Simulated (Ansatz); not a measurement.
Program: Ansatz. Geometries: PBE0-D4/def2-TZVP. ΔE: electronic, gas phase. CBS: MP2 limit from def2 TZ/QZ plus the TZ coupled-cluster correction, frozen cores. This one scheme is used for every species. Functionals use def2-TZVPP. Elements past krypton have def2 core potentials. For Br, Zr outer-core shells are correlated without core-valence functions, which leaves a few kJ/mol of doubt a bond. Scalar relativity is left out up to krypton.

Consider the ligand exchange at a Zr–Br bond: `[Cl][Zr]([Cl])([Cl])[Br]` + HCl → `[Cl][Zr]([Cl])([Cl])[Cl]` + HBr.

`[Cl][Zr]([Cl])([Cl])[Br]`:

Cartesian coordinates in Å:
```
Cl 1.630 -0.336 -1.623
Zr 0.016 -0.025 0.006
Cl -1.418 -1.842 0.025
Cl 1.037 0.170 2.074
Br -1.264 2.033 -0.481
```

HCl:

Z-matrix (Å, degrees):
```
Cl
H 1 1.279
```

`[Cl][Zr]([Cl])([Cl])[Cl]`:

Cartesian coordinates in Å:
```
Cl 0.981 0.608 2.008
Zr 0.000 0.000 0.000
Cl -1.089 1.829 -0.912
Cl 1.635 -0.735 -1.466
Cl -1.527 -1.702 0.370
```

HBr:

```xyz
2

Br    0.289   -0.319    0.565
H    -0.289    0.319   -0.565
```

| species | PBE0-D4 energy (Eh) |
| --- | --- |
| `[Cl][Zr]([Cl])([Cl])[Br]` | -4001.42745 |
| HCl | -460.66564 |
| `[Cl][Zr]([Cl])([Cl])[Cl]` | -1887.63368 |
| HBr | -2574.45906 |

Q: Work out ΔE.

A: ΔE = (-1887.63368) + (-2574.45906) − (-4001.42745) − (-460.66564) = 0.00035 Eh = +0.9 kJ/mol. CCSD(T)/CBS gives +3.7 kJ/mol.

Largest T1 diagnostic among the species: 0.015.

Leaving LDA and LC-ωPBE aside and taking each functional with its dispersion term where it has one, the values, not all of them listed here, spread over 7.7 kJ/mol, from B97M-V to PBE-QIDH. In def2-TZVPP, CCSD(T) changes the Hartree–Fock value by +4.0 kJ/mol (the triples alone add +0.6 kJ/mol) and MP2 by +6.8 kJ/mol. At CCSD(T), def2-SVP lies −8.2 kJ/mol from the extrapolated value and def2-TZVPP −0.2 kJ/mol.
